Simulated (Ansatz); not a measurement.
A nudged elastic band was laid between two geometries of CH$_{8}$B$_{2}$Si (12 atoms, charge 0, multiplicity 1).

The calculation used RKS B3LYP-D4/6-31G (Ansatz 0.2.0).

- movable images: 7
- climbing image: yes
- spring: 5.0 eV/Å²
- optimiser: quadratic models (default)
- start path: through a guess of the saddle point
- force threshold: 0.05 eV/Å
- iteration limit: 60
- end points: relaxed

Initial state:

```xyz
12
Properties=species:S:1:pos:R:3
C -0.496 2.007 0.319
B -0.448 0.794 -0.688
B -0.641 -0.788 -0.343
Si 0.947 -1.943 0.215
H -0.762 1.759 1.351
H 0.488 2.504 0.327
H -1.202 2.767 -0.051
H -0.184 1.064 -1.838
H -1.687 -1.372 -0.407
H 2.275 -1.235 0.234
H 0.703 -2.472 1.608
H 1.083 -3.139 -0.694
```

Final state:

```xyz
12
Properties=species:S:1:pos:R:3
C -0.129 1.974 0.346
B -0.650 0.672 -0.259
B -1.005 -0.750 -0.777
Si 0.794 -1.458 0.165
H -0.140 1.911 1.444
H 0.912 2.163 0.047
H -0.734 2.839 0.051
H -0.847 -0.979 -1.948
H -1.894 -1.341 -0.219
H 0.859 -1.277 1.663
H 0.834 -2.937 -0.103
H 2.078 -0.873 -0.375
```

Q: Which bonds break or form, and what moves?

A: Bonds broken: B2–H8. Bonds formed: B3–H8.

Q: What energy profile does the band end with?

A: The run converged. The highest image is number 4 of 0 to 8, 19.6 kJ/mol above the first end and 6.3 kJ/mol above the last; the last end lies 13.3 kJ/mol above the first. Beside the main top the profile has a ripple of under 15 meV (maxima at images 1, 4, 6), which may be a very shallow well or noise. A vibrational analysis at the climbing image gives one clearly imaginary mode, 286i cm⁻¹: a first-order saddle point. The orbitals stay closed-shell, which can raise the energy where a bond breaks towards radicals; this wasn't checked here. Limits of this set-up: no polarisation functions.

```tsv
image	path coordinate (Å)	energy (kJ/mol)	B2–H8 (Å)	B3–H8 (Å)
0	0.00	0.0	1.21	2.42
1	1.51	1.4	1.21	2.43
2	3.02	1.3	1.21	2.43
3	4.53	0.0	1.21	2.42
4	6.04	19.6	1.30	1.64
5	6.95	17.3	1.50	1.35
6	7.86	18.2	2.12	1.23
7	8.78	14.9	2.29	1.21
8	9.69	13.3	2.37	1.20
```

Q: What is the geometry of the highest image?

A: 
```xyz
12
Properties=species:S:1:pos:R:3
C -0.419 2.185 -0.126
B -0.626 0.677 0.139
B -0.611 -0.801 0.596
Si 1.035 -1.869 0.036
H -0.005 2.715 0.737
H 0.264 2.330 -0.977
H -1.363 2.670 -0.412
H -1.150 -0.083 -0.781
H -1.536 -1.395 1.059
H 1.763 -2.275 1.292
H 0.714 -3.128 -0.726
H 2.010 -1.083 -0.803
```

The run took 7.4 min on 1 thread of Arm Neoverse V2, with other jobs on the host, peak memory 0.12 GiB.
